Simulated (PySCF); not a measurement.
## Diatomics of Tl with the halogens

PBE0 with triple-zeta basis sets in PySCF, for the lowest determinant that a PBE0 search found; no spin–orbit coupling. De refers to high-spin ground-configuration atoms. A positive dipole means M(−)Tl(+).

```
 M         basis  state (unpaired electrons)  Re (Å)  ωe (cm⁻¹)  De (eV)  μ (D)
 F    def2-TZVPP      singlet (closed shell)   2.097        473     5.03   4.09
Cl  x2c-TZVPPall      singlet (closed shell)   2.496        285      n/a   4.41
Br  x2c-TZVPPall      singlet (closed shell)   2.636        192     4.07   4.47
 I    cc-pVTZ-PP      singlet (closed shell)   2.849        148     3.57   4.50
```

The shortest bond is that of TlF (2.097 Å), the longest that of TlI (2.849 Å).

The rows differ in basis set, which adds steps of its own.

Down a group the atoms grow and get heavier, so bonds lengthen and wavenumbers fall; this series shows no clear exception.

These are scalar-relativistic numbers at best; spin–orbit coupling would shift them, the dissociation energy most.
